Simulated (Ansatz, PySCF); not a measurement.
Si(CF3)(F)3 (CF6Si), SMILES FC([Si](F)(F)F)(F)F. Atoms are numbered in the order given.

```xyz
8

F      1.5813    -0.2361    -1.0749
C      0.9693    -0.0541     0.1070
F      1.4593     1.0687     0.6584
F      1.2959    -1.0840     0.9053
Si    -0.9248     0.0644    -0.1150
F     -1.2760     1.2974    -1.0669
F     -1.4723    -1.2841    -0.7720
F     -1.6178     0.2795     1.3074
```

Coordinates come from a B3LYP-D3(BJ)/def2-SVP optimisation.

Two levels are set side by side: PBE-D3(BJ)/def2-SVP (Ansatz, an electronic-structure program) and B3LYP-D3(BJ)/def2-SVP (Ansatz). Each level has its own optimised geometry; the coordinates shown are those of the second. Frequencies come from the Hessian of PySCF at each geometry. Differences are taken from unrounded values.

```csv
quantity,B3LYP-D3(BJ),PBE-D3(BJ),PBE-D3(BJ) minus B3LYP-D3(BJ)
mean bond length (Å),1.533,1.544,0.011
bond F1–C2 (Å),1.343,1.353,0.010
bond C2–F3 (Å),1.343,1.353,0.010
bond C2–F4 (Å),1.343,1.353,0.010
bond C2–Si5 (Å),1.911,1.920,0.009
bond Si5–F6 (Å),1.597,1.610,0.014
bond Si5–F7 (Å),1.597,1.610,0.014
bond Si5–F8 (Å),1.597,1.610,0.014
highest harmonic wavenumber (cm⁻¹),1264,1210,-54
mean harmonic wavenumber (cm⁻¹),583,562,-22
zero-point energy (kcal/mol),15.00,14.45,-0.55
```

Exact exchange shortens and stiffens bonds; PBE has none. Differences between two approximate levels are no errors against the true value.
